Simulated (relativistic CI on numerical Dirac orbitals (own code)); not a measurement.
## Charge states of platinum

Method of calculation: Dirac-Coulomb-Breit CI, KLI orbitals optimised for each configuration, model QED (radiative potential, 1s self-energy scaled to tabulated hydrogen-like ionisation energies), valence Slater integrals scaled by 0.9 (own radial code, finite nucleus).

Each species is treated in one configuration, given outside its closed core. Radial values are for the open shell of highest l, unscaled and averaged over j; ζ includes the Breit term. Labels give the leading LS character, summed over repeated terms.

```csv
Ion,Configuration,Its lowest level,LS weight (%),⟨r⟩ (bohr),⟨r²⟩ (bohr²),F² (cm⁻¹),F⁴ (cm⁻¹),ζ (cm⁻¹)
Pt,4f14 5d9 6s,3D_3,100,1.694,3.487,,,3752
Pt⁺,4f14 5d9,2D_5/2,100,1.636,3.179,,,3821
Pt²⁺,4f14 5d8,3F_4,97,1.552,2.812,66320,43810,4213
Pt³⁺,4f14 5d7,4F_9/2,86,1.486,2.548,69930,46500,4631
Pt⁴⁺,4f14 5d6,5D_4,82,1.431,2.345,73140,48910,5064
Pt⁵⁺,4f14 5d5,6S_5/2,84,1.384,2.181,76040,51110,5510
Pt⁶⁺,4f14 5d4,5D_0,60,1.343,2.044,78710,53120,5964
Pt⁷⁺,4f14 5d3,4F_3/2,79,1.306,1.928,81170,54990,6425
Pt⁸⁺,4f14 5d2,3F_2,86,1.273,1.827,83470,56730,6892
Pt⁹⁺,4f14 5d,2D_3/2,100,1.243,1.737,,,7365
Pt¹⁰⁺,4f14,1S_0,100,,,,,
Pt¹¹⁺,4d10 4f14 5s2 5p5,2P°_3/2,100,1.006,1.132,,,96470
Pt¹²⁺,4d10 4f14 5s2 5p4,3P_2,73,0.993,1.102,107800,,99760
Pt¹³⁺,4d10 4f14 5s2 5p3,J = 3/2 (mixed),43,0.9804,1.073,109200,,103100
Pt¹⁴⁺,4d10 4f14 5s2 5p2,3P_0,74,0.9683,1.046,110500,,106400
Pt¹⁵⁺,4d10 4f14 5s2 5p,2P°_1/2,100,0.9564,1.021,,,109800
Pt¹⁶⁺,4d10 4f14 5s2,1S_0,100,,,,,
Pt¹⁷⁺,4d10 4f13 5s2,2F°_7/2,100,0.481,0.2733,,,7830
Pt¹⁸⁺,4d10 4f12 5s2,3H_6,98,0.4722,0.2624,214800,138000,8131
Pt¹⁹⁺,4d10 4f12 5s,4H_13/2,98,0.4692,0.2585,216500,139200,8213
Pt²⁰⁺,4d10 4f12,3H_6,98,0.4659,0.2542,218400,140600,8296
Pt²¹⁺,4d10 4f11,4I°_15/2,93,0.458,0.2449,223100,143800,8609
Pt²²⁺,4d10 4f10,5I_8,80,0.4505,0.2362,227600,146900,8929
Pt²³⁺,4d10 4f9,6H°_15/2,73,0.4434,0.2282,232100,150100,9256
```

At low charge ζ of a weakly bound d or f electron comes out too small.
